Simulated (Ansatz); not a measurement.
```yaml
crystal:
  periodic: [false, false, false]
  atoms:
    - {symbol: C, position_ang: [-1.423975, 2.856459, -0.087649]}
    - {symbol: C, position_ang: [0.501431, 1.849049, 1.809637]}
    - {symbol: Al, position_ang: [1.740367, -1.615200, 1.256591]}
    - {symbol: Al, position_ang: [0.173532, -4.361416, -2.497989]}
    - {symbol: H, position_ang: [-0.661942, 2.875946, -2.010009]}
    - {symbol: H, position_ang: [-2.023016, 4.788654, 0.342871]}
    - {symbol: H, position_ang: [-3.132155, 1.691638, -0.131932]}
    - {symbol: H, position_ang: [2.165958, 3.088180, 1.883115]}
    - {symbol: H, position_ang: [-0.271821, 1.919044, 3.735606]}
    - {symbol: H, position_ang: [3.767912, -2.669798, 3.238959]}
    - {symbol: H, position_ang: [-2.229652, -6.176697, -2.284286]}
    - {symbol: H, position_ang: [1.539063, -4.349797, -5.190849]}
basis:
  gaussian: {orbitals: "6-31G*"}
magnetization: {spin_polarized: true, initial_magnetization: 2}
hamiltonian: {xc: {name: r2SCAN}, dispersion: d4}
```

```sh
$ ansatz run in.yaml --threads 2 --pin off --events-out ev --progress --plain --max-ram 4352MiB
```

Shortened log:

```
Functional definition: r2SCAN
1102 factors; their error is unknown
mean field evaluation 1: about -15355.4187 eV, gradient 1.6e1 eV
mean field evaluation 2: about -15115.0957 eV, gradient 8.8e1 eV
mean field evaluation 4: about -15352.3848 eV, gradient 2.3e1 eV
mean field evaluation 8: about -15360.2766 eV, gradient 3.3e0 eV
mean field evaluation 16: about -15360.6551 eV, gradient 4.6e-3 eV
mean field evaluation 224: about -15360.5920 eV, gradient 2.4e-3 eV
mean field -15360.65506818 eV, -564.4936619295 hartree, gradient 7.6e-6 eV, S^2 4.393782; 12 other end points of the search recorded, 0 dependent functions left out
reference -15360.65509667 eV, -564.4936629766 hartree; 24, 22 occupied and 60, 62 virtual orbitals, 1102 factors
Total energy: -15360.72428427 eV, -564.4962055739 hartree
```

In this input the coordinates are in bohr but typed as ångström. The run converged. The result belongs to that input, not to the molecule as meant.
